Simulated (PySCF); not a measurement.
Structure elucidation problem

Molecular formula: C$_{7}$H$_{5}$NO. Simulated spectra:

1H NMR (400 MHz, computed): δ 8.99 (t, J = 1.1 Hz, 1H), 8.62 (dd, J = 5.9, 1.0 Hz, 1H), 7.49 (d, J = 2.7 Hz, 1H), 7.45 (dd, J = 5.9, 1.1 Hz, 1H), 6.79 (d, J = 2.7 Hz, 1H).

13C{1H} NMR (computed): δ 153.1 (C), 147.9 (CH), 145.5 (CH), 135.6 (CH), 133.8 (C), 118.5 (CH), 109.6 (CH).

Computational details: J couplings at B3LYP/pcJ-1 (without the spin–dipole term), geometry: PBE0-D3(BJ)/def2-SVP, shieldings: GIAO PBE/pcSseg-1, in PySCF 2.14 (single conformer, no solvent, non-relativistic).

References, each an isolated molecule treated in the same way: TMS for 1H (31.20 ppm), 13C (180.03 ppm).

Problem. What is the structure?

Solution. 
1. Rings plus π bonds: 6 (2 rings in the answer).
2. 7 carbon signals for 7 carbons: no two carbons are equivalent.
3. Carbon types of the structure: 2 × C, 5 × CH, which accounts for all hydrogens.
4. δC 153.1, 133.8: ring-fusion aromatic carbon.
5. δC 147.9: aromatic CH next to the ring oxygen.
6. δC 145.5, 135.6: aromatic CH next to a ring nitrogen.
7. δC 118.5, 109.6: aromatic CH.
8. δH 8.99, 8.62: hydrogen on an aromatic CH next to a ring nitrogen; ring current plus the neighbouring ring nitrogen.
9. δH 7.49: hydrogen on an aromatic CH next to the ring oxygen; aromatic region.
10. δH 7.45, 6.79: hydrogen on an aromatic CH; ring-current deshielding.
11. The protons at 8.62 and 7.45 share a coupling of 5.9 Hz (vicinal, an ortho-type coupling).

Structure: `c1cc2ccoc2cn1`.

The data come from this structure; uniqueness wasn't tested.

Multiplet labels drop couplings under 1 Hz and merge nearly equal ones. Unscaled 3J(H,H) at this level run about 10 % above measured values. Shifts are as computed. Against solution values, carbons near 30 ppm lie about +2 ppm off and those near 130 ppm about +2 ppm. Of 1211 compounds with measured shifts, 218 miss one by over three times the rms of a fit or turn the order of signals round; such compounds aren't used in these exercises.
